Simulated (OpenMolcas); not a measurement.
Ni⁺.

```
Program             : OpenMolcas
Method              : CASSCF
Basis               : ANO-RCC-VDZP [5s4p2d1f]
Scalar Hamiltonian  : DKH2, point nucleus
Active space        : 9 electrons in 6 orbitals (3d 4s)
State averaging     : 2S+1 = 2 even, 29 roots; 2S+1 = 4 even, 10 roots kept (CI in the orbitals of an earlier block)
Spin-orbit coupling : state interaction with AMFI integrals over the reference wave functions, term energies averaged over their components
```

Levels without dynamic correlation, in cm⁻¹ above 3d⁸ 4s ⁴F_9/2:

```csv
Level,E
3d⁸ 4s ²P_3/2,26092
3d⁸ 4s ²F_7/2,6717
3d⁸ 4s ⁴P_3/2,20198
3d⁸ 4s ²G_9/2,27459
```

On this reference, MS-CASPT2, IPEA 0.25 Eh, imaginary shift 0.1 Eh (closed shells correlated: 3s 3p) puts 3d⁸ 4s ²P_3/2 at 22500 cm⁻¹.

**Question.** Estimate the other levels at that method by one scale factor, and say how well it serves.

**Answer.** The factor is 22500 / 26092 = 0.862. Scaled values beside those that MS-CASPT2 gives:
| Level | Scaled | MS-CASPT2 | Miss (%) |
| --- | --- | --- | --- |
| 3d⁸ 4s ²F_7/2 | 5790 | 5720 | +1.2 |
| 3d⁸ 4s ⁴P_3/2 | 17411 | 17740 | -1.9 |
| 3d⁸ 4s ²G_9/2 | 23670 | 25560 | -7.4 |
For these levels the scaled values miss MS-CASPT2 by up to 7.4 %, as correlation changes each term by its own factor, spin-orbit parts do not scale and CASPT2 has its own spread within terms. This holds within one configuration; levels of others move differently, and the target method has errors of its own against measurement.

CASPT2 does not keep the components of a term degenerate, so their means are used; among the terms shown or strongly mixed into the levels shown the widest spread is 1300 cm-1 (3d⁸ 4s ⁴F, MS-CASPT2). Terms from blocks run as CI alone lack orbitals of their own. Without dynamic correlation excited terms often stand tens of per cent too high (terms of higher spin than the ground term too low), and those without a measured partner can miss by more than the paired ones (holds for CASSCF). The lowest computed level is not the ground level that NIST lists (2D5/2) (holds for CASSCF). Some terms miss by over 15 % even with CASPT2, which points to a basis or an active space too small for the shells correlated (holds for MS-CASPT2). Levels of configurations outside the active space are missing.
